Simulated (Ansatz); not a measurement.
Gas-phase electronic energies from Ansatz, PBE0-D4/def2-TZVP geometries. CCSD(T)/CBS adds triple-zeta CCSD(T) − MP2 to the extrapolated MP2 energy (def2 sets, frozen cores). This one scheme is used for every species. DFT in def2-TZVPP. One conformer a species, not always the lowest.

`CC[Si]O` + H₂ → `C[Si]O` + CH₄  (hydrogenolysis of a C–C bond)

`CC[Si]O`:

Z-matrix (Å, degrees):
```
C
C 1 1.522
H 1 1.095 2 111.6
H 1 1.093 2 112.4 3 119.7
H 1 1.095 2 111.6 3 -120.5
Si 2 1.914 1 119.6 3 60.2
H 2 1.100 1 110.9 3 -177.0
H 2 1.101 1 110.9 3 -62.4
O 6 1.654 2 102.3 1 -0.6
H 9 0.963 6 118.6 2 0.1
```

H₂:

Cartesian coordinates in Å:
```
H -0.361 -0.060 0.072
H 0.361 0.060 -0.072
```

`C[Si]O`:

Z-matrix (Å, degrees):
```
C
Si 1 1.905
H 1 1.093 2 112.5
H 1 1.098 2 110.4 3 120.8
H 1 1.098 2 110.4 3 -120.7
O 2 1.656 1 100.5 3 -179.8
H 6 0.962 2 119.1 1 -0.0
```

CH₄:

Z-matrix (Å, degrees):
```
C
H 1 1.090
H 1 1.090 2 109.5
H 1 1.090 2 109.5 3 -120.0
H 1 1.090 2 109.5 3 120.0
```

| level | ΔE (eV) |
| --- | --- |
| LDA (SPW92) | -0.73 |
| PBE-QIDH | -0.83 |
| revPBE | -0.89 |
| CCSD/def2-TZVPP | -0.86 |

What does CCSD(T)/CBS give? (Estimate.)

Computed: -0.81 eV. The listed levels differ from it by 0.08, -0.02, -0.08, -0.05 eV.

Largest T1 diagnostic among the species: 0.014.

The D4 term adds +0.10 eV with B3LYP and +0.05 eV with PBE0; it sums over pairs of atoms, weighted by their polarisabilities, and B3LYP, whose exchange is more repulsive, gets the larger term. Leaving LDA and LC-ωPBE aside and taking each functional with its dispersion term where it has one, the values, not all of them listed here, spread over 0.18 eV, from B97M-V to revPBE-D4. LDA lies +0.11 eV from PBE without D4. In def2-TZVPP, CCSD(T) changes the Hartree–Fock value by +0.22 eV (the triples alone add +0.04 eV) and MP2 by +0.25 eV.

B3LYP here is the variant with VWN-RPA as its local correlation; programs differ in this.
